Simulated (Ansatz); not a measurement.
Reaction (isomerisation): `N[SiH2]C=O` → `O[SiH]1CN1`

Computed with Ansatz on PBE0-D4/def2-TZVP structures; ΔE is electronic, products minus reactants. CBS: MP2 limit from def2 TZ/QZ plus the TZ coupled-cluster correction, frozen cores. DFT in def2-TZVPP. B3LYP here is the variant with VWN-RPA as its local correlation; programs differ in this. HSE06 is defined as in plane-wave codes. One conformer a species, not always the lowest.

`N[SiH2]C=O`:

```xyz
9

N     0.023    0.748    1.259
Si   -0.298   -0.602    0.279
C     0.397   -0.076   -1.434
O     0.829    1.038   -1.607
H    -0.346    0.906    2.178
H     0.342    1.589    0.802
H    -1.737   -0.955    0.095
H     0.390   -1.850    0.714
H     0.400   -0.797   -2.286
```

`O[SiH]1CN1`:

```xyz
9

O     0.753   -1.426    1.358
Si    0.436   -0.657   -0.046
C    -0.954    0.461   -0.419
N     0.404    1.034   -0.086
H     0.515   -0.963    2.164
H     1.057   -1.474   -1.104
H    -1.736    0.742    0.283
H    -1.280    0.553   -1.456
H     0.805    1.730   -0.693
```

```csv
level,ΔE (kJ/mol),difference from CCSD(T)/CBS
PBE-D4,-50.7,5.1
revPBE-D4,-43.5,12.3
BLYP-D4,-31.0,24.8
PBE0-D4,-59.0,-3.2
B3LYP-D4,-40.5,15.3
r2SCANh-D4,-60.8,-5.0
HSE06-D4,-59.1,-3.3
BLYP,-30.9,24.9
B3LYP,-40.6,15.2
r2SCANh,-60.9,-5.1
LC-ωPBE,-62.8,-7.0
HF/def2-SVP,-3.1,52.7
CCSD/def2-SVP,-15.5,40.3
HF/def2-TZVPP,-27.2,28.6
MP2/def2-QZVPP,-68.0,-12.2
MP2/CBS(def2),-69.7,-13.9
CCSD(T)/CBS,-55.8,0
```

Largest T1 diagnostic among the species: 0.014.

At CCSD(T), def2-SVP lies +41.9 kJ/mol from the extrapolated value and def2-TZVPP +5.2 kJ/mol. In def2-TZVPP, CCSD(T) changes the Hartree–Fock value by −23.4 kJ/mol (the triples alone add −0.3 kJ/mol) and MP2 by −37.4 kJ/mol.
